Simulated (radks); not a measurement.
The numbers below are computed, except where a source is named.
Question: Species: Ag VIII. Configuration: [Kr] 4d4. Code: a radial shooting solver on a logarithmic mesh with Libxc functionals. Model: scalar-relativistic Kohn-Sham, SCAN, spin-polarised, spherical densities, finite nucleus; open shells are filled with parallel spins first (spin-orbit coupling, left out, can overturn this in heavy ions); meta-GGA in the generalised Kohn-Sham scheme; Fermi nuclear charge, rms radius 4.5454 fm. Some entries of the table are withheld. Estimate them.

| orbital | occ. | eigenvalue (eV) | <r> (bohr) |
|---|---|---|---|
| 1s up | 1 | -25503.10 | 0.03111 |
| 1s down | 1 | -25503.08 | 0.03111 |
| 2s up | 1 | -3877.531 | 0.1348 |
| 2s down | 1 | -3876.308 | 0.1348 |
| 2p up | 3 | -3487.322 | 0.1177 |
| 2p down | 3 | -3486.335 | 0.1177 |
| 3s up | 1 | -817.1145 | 0.3672 |
| 3s down | 1 | -816.6153 | 0.3672 |
| 3p up | 3 | -687.8746 | 0.3666 |
| 3p down | 3 | -687.2151 | 0.3665 |
| 3d up | 5 | -485.4535 | 0.3449 |
| 3d down | 5 | -484.2524 | 0.3448 |
| 4s up | 1 | -215.9825 | 0.8835 |
| 4s down | 1 | -210.1948 | 0.8810 |
| 4p up | 3 | -176.5436 | (1) |
| 4p down | 3 | -170.5878 | (2) |
| 4d up | 4 | -117.1831 | 1.081 |

Answer: 
(1) 4p up <r> (bohr): 0.9435
(2) 4p down <r> (bohr): 0.9414
